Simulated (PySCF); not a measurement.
**Input and output of a scripted DFT run**

The script drives PySCF SCF with an in-house response code with single-precision fitted integrals, so total energies wander by about 1e-6 Eh between cycles (the fitting error itself is about 1e-3 Eh and cancels in differences); atoms count from 0. Pop asks for populations, which are stored and not printed.

Job and coordinates (Å):

```
{"job": {"kind": "nmr", "xc": "KT3", "basis": "pcSseg-1", "pop": false}, "charge": 0, "multiplicity": 1}
Si     1.548531    -0.403920    -2.271984
C      1.552218    -0.448454    -4.179302
Si    -1.548247    -0.403017    -2.272045
Si    -0.000232    -1.263016     0.330306
C     -1.552057    -0.447742    -4.179189
C     -0.000137    -1.259226    -1.579808
Si    -0.000166    -1.224091    -4.936587
Si     1.555898    -0.371644     2.908487
C      1.528418    -0.334929     1.003742
Si    -1.555750    -0.370811     2.908198
C     -1.528257    -0.333961     1.003640
C     -0.000251    -1.294380     3.507038
Si    -0.000553    -3.087465     2.898332
C     -0.000865    -3.049130     1.001787
Si     0.000534     2.310103    -2.284285
Si     1.550741     1.428712     0.296351
C      1.512558     1.382039    -1.614968
Si    -1.549775     1.429409     0.296146
C     -1.511636     1.382608    -1.614880
Si     0.000522     2.336448     2.902867
C      0.000529     2.286617     0.997060
C      1.510840     1.405934     3.580168
C     -1.509985     1.406437     3.580142
H      2.784403    -1.097954    -1.819570
H      2.422220    -0.998984    -4.530070
H      1.669117     0.565240    -4.556909
H     -2.784341    -1.096626    -1.819848
H     -2.422248    -0.997841    -4.530044
H     -1.668473     0.565890    -4.556900
H     -0.000038    -2.291902    -1.926392
H     -0.000038    -1.047457    -6.401720
H     -0.000378    -2.675695    -4.675750
H      2.784491    -1.049900     3.398495
H      2.420475    -0.847366     0.647745
H     -2.784276    -1.048709     3.398313
H     -2.420366    -0.846315     0.647855
H     -0.000101    -1.301911     4.596621
H      1.186637    -3.804881     3.399559
H     -1.187911    -3.804313     3.399991
H      0.867386    -3.583227     0.622817
H     -0.869887    -3.581996     0.622920
H      0.001306     3.724352    -1.850637
H      0.001015     2.379844    -3.760910
H      2.786108     2.154383     0.701628
H      2.404376     1.892382    -1.977455
H     -2.784590     2.155622     0.701596
H     -2.403119     1.893127    -1.977585
H      0.000842     3.741967     3.381883
H      0.001035     3.314887     0.639610
H      2.426392     1.923085     3.308290
H      1.475580     1.390272     4.666846
H     -2.425148     1.924122     3.308200
H     -1.474841     1.390906     4.666802
```

Command:

```bash
OMP_NUM_THREADS=2 python large_run.py task.json out
```

What does the program print?


```
start: PBE on a coarse grid of 45993 points
cycle   1  E = -3656.8391528138  dE =  2.591e+00  |g| = 1.556e+00  |ddm| = 7.662e+00
cycle   2  E = -3655.6049438467  dE =  1.234e+00  |g| = 2.575e+00  |ddm| = 4.540e+00
cycle   3  E = -3657.3772113734  dE = -1.772e+00  |g| = 4.831e-01  |ddm| = 3.831e+00
cycle   4  E = -3657.4429734533  dE = -6.576e-02  |g| = 1.176e-01  |ddm| = 1.076e+00
cycle   5  E = -3657.4459049984  dE = -2.932e-03  |g| = 5.920e-02  |ddm| = 2.387e-01
cycle   6  E = -3657.4468597120  dE = -9.547e-04  |g| = 1.136e-02  |ddm| = 9.588e-02
cycle   7  E = -3657.4468984964  dE = -3.878e-05  |g| = 3.158e-03  |ddm| = 1.947e-02
final grid: 371511 points
cycle   8  E = -3693.1726213971  dE = -8.905e-02  |g| = 4.026e-01  |ddm| = 1.248e+00
cycle   9  E = -3693.1782907849  dE = -5.669e-03  |g| = 1.980e-01  |ddm| = 4.688e-01
cycle  10  E = -3693.1808988878  dE = -2.608e-03  |g| = 3.568e-02  |ddm| = 1.875e-01
cycle  11  E = -3693.1812597538  dE = -3.609e-04  |g| = 4.330e-03  |ddm| = 5.144e-02
cycle  12  E = -3693.1812595906  dE =  1.632e-07  |g| = 2.027e-03  |ddm| = 9.967e-03
cycle  13  E = -3693.1812576475  dE =  1.943e-06  |g| = 3.917e-04  |ddm| = 3.482e-03
cycle  14  E = -3693.1812602409  dE = -2.593e-06  |g| = 1.633e-04  |ddm| = 9.419e-04
cycle  15  E = -3693.1812613500  dE = -1.109e-06  |g| = 5.340e-05  |ddm| = 3.190e-04
converged SCF energy = -3693.1812613500

GIAO shielding tensors (ppm)
atom      isotropic    diamagn.    paramagn.     s11        s22        s33       span
  0 Si     388.836     885.959    -497.123    354.939    399.822    411.747     56.809
  1 C      190.743     258.491     -67.749    184.159    187.265    200.804     16.646
  2 Si     388.864     885.957    -497.093    354.954    399.847    411.791     56.837
  3 Si     372.839     885.932    -513.093    358.578    374.564    385.374     26.796
  4 C      190.763     258.485     -67.722    184.183    187.281    200.825     16.642
  5 C      185.563     267.784     -82.222    166.114    190.762    199.812     33.698
  6 Si     411.236     880.771    -469.534    384.334    402.632    446.743     62.409
  7 Si     383.240     885.150    -501.910    362.115    387.279    400.327     38.212
  8 C      187.626     267.919     -80.292    181.947    186.150    194.783     12.836
  9 Si     383.273     885.146    -501.873    362.153    387.358    400.307     38.154
 10 C      187.659     267.924     -80.265    181.980    186.177    194.820     12.840
 11 C      188.598     264.359     -75.761    181.080    182.622    202.092     21.011
 12 Si     407.729     883.687    -475.958    387.278    391.879    444.029     56.751
 13 C      185.972     259.556     -73.584    178.013    182.426    197.477     19.464
 14 Si     415.066     886.005    -470.939    383.649    401.206    460.344     76.695
 15 Si     388.983     886.369    -497.386    357.139    402.114    407.695     50.556
 16 C      188.604     265.664     -77.059    172.699    189.692    203.422     30.723
 17 Si     389.033     886.365    -497.332    357.222    402.160    407.718     50.496
 18 C      188.659     265.662     -77.003    172.753    189.758    203.466     30.712
 19 Si     384.898     883.530    -498.631    360.353    396.592    397.750     37.397
 20 C      190.064     267.629     -77.566    179.189    189.635    201.366     22.177
 21 C      184.279     260.456     -76.177    176.013    184.145    192.679     16.666
 22 C      184.303     260.459     -76.157    176.029    184.168    192.711     16.682
 23 H       26.552      34.413      -7.860     21.586     26.864     31.207      9.622
 24 H       31.633      29.005       2.628     25.929     28.335     40.633     14.704
 25 H       31.588      32.071      -0.483     26.581     30.907     37.275     10.695
 26 H       26.554      34.410      -7.857     21.587     26.865     31.209      9.622
 27 H       31.634      29.004       2.630     25.930     28.336     40.636     14.706
 28 H       31.591      32.069      -0.478     26.583     30.909     37.280     10.697
 29 H       31.854      38.405      -6.551     24.786     31.835     38.939     14.153
 30 H       27.172      25.645       1.526     22.812     24.458     34.246     11.433
 31 H       27.567      28.613      -1.046     24.294     25.589     32.819      8.525
 32 H       26.407      31.575      -5.167     22.802     23.680     32.740      9.938
 33 H       31.444      38.161      -6.717     25.559     30.126     38.647     13.088
 34 H       26.410      31.574      -5.165     22.804     23.682     32.743      9.938
 35 H       31.447      38.159      -6.712     25.562     30.128     38.652     13.090
 36 H       32.511      31.488       1.023     26.620     29.423     41.489     14.869
 37 H       27.208      29.006      -1.798     23.233     24.591     33.799     10.565
 38 H       27.207      29.004      -1.797     23.233     24.591     33.799     10.566
 39 H       31.659      34.331      -2.672     26.479     29.953     38.546     12.067
 40 H       31.661      34.332      -2.672     26.482     29.955     38.545     12.062
 41 H       27.086      31.682      -4.596     22.913     25.054     33.292     10.379
 42 H       27.085      32.886      -5.800     23.324     25.867     32.065      8.741
 43 H       26.295      34.090      -7.796     21.318     25.549     32.017     10.699
 44 H       32.036      33.924      -1.888     26.057     28.672     41.379     15.322
 45 H       26.297      34.086      -7.790     21.319     25.550     32.020     10.700
 46 H       32.040      33.919      -1.879     26.060     28.674     41.386     15.326
 47 H       26.412      29.543      -3.131     22.316     23.548     33.373     11.056
 48 H       31.342      35.540      -4.198     24.216     30.086     39.722     15.506
 49 H       31.378      32.520      -1.142     26.168     29.387     38.578     12.411
 50 H       31.965      30.686       1.279     27.507     28.386     40.004     12.497
 51 H       31.380      32.520      -1.141     26.169     29.389     38.581     12.412
 52 H       31.966      30.686       1.280     27.506     28.385     40.007     12.501
```

Roughly how long does this take on 2 threads of Arm Neoverse N1 (shared host), and how large is the basis?

About 110 s of wall time, peak memory 1.3 GiB; 618 basis functions and 1479 fitting functions.
